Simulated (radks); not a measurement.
Sb II, 50 electrons, occupied as [Kr] 4d10 5s1 5p3 (not the ground configuration). All-electron calculation, scalar-relativistic Kohn-Sham, r2SCAN, spin-polarised, spherical densities, finite nucleus; open shells are filled with parallel spins first (spin-orbit coupling, left out, can overturn this in heavy ions); meta-GGA in the generalised Kohn-Sham scheme; Fermi nuclear charge, rms radius 4.6802 fm. Program: a radial shooting solver on a logarithmic mesh with Libxc functionals. Some entries of the table are withheld. Estimate them.

| orbital | occ. | eigenvalue (eV) | <r^2> (bohr^2) |
|---|---|---|---|
| 1s up | 1 | -30369.49 | 0.001094 |
| 1s down | 1 | -30369.31 | 0.001094 |
| 2s up | 1 | -4645.405 | 0.01772 |
| 2s down | 1 | -4645.393 | 0.01772 |
| 2p up | 3 | -4168.373 | 0.01401 |
| 2p down | 3 | -4168.283 | 0.01402 |
| 3s up | 1 | -924.8760 | 0.1244 |
| 3s down | 1 | -924.7680 | 0.1244 |
| 3p up | 3 | -768.2807 | 0.1250 |
| 3p down | 3 | -768.1463 | 0.1250 |
| 3d up | 5 | -529.7479 | 0.1106 |
| 3d down | 5 | -529.6177 | 0.1106 |
| 4s up | 1 | (1) | 0.7092 |
| 4s down | 1 | (2) | 0.7097 |
| 4p up | 3 | -114.2073 | 0.8314 |
| 4p down | 3 | -113.8958 | 0.8282 |
| 4d up | 5 | (3) | 1.263 |
| 4d down | 5 | (4) | 1.212 |
| 5s up | 1 | (5) | 5.214 |
| 5s down | 0 | (6) | 5.195 |
| 5p up | 3 | -14.0536 | 7.485 |

Answer. 
(1) 4s up eigenvalue (eV): -162.3615
(2) 4s down eigenvalue (eV): -162.0281
(3) 4d up eigenvalue (eV): -44.1019
(4) 4d down eigenvalue (eV): -43.4508
(5) 5s up eigenvalue (eV): -23.2977
(6) 5s down eigenvalue (eV): -18.3288
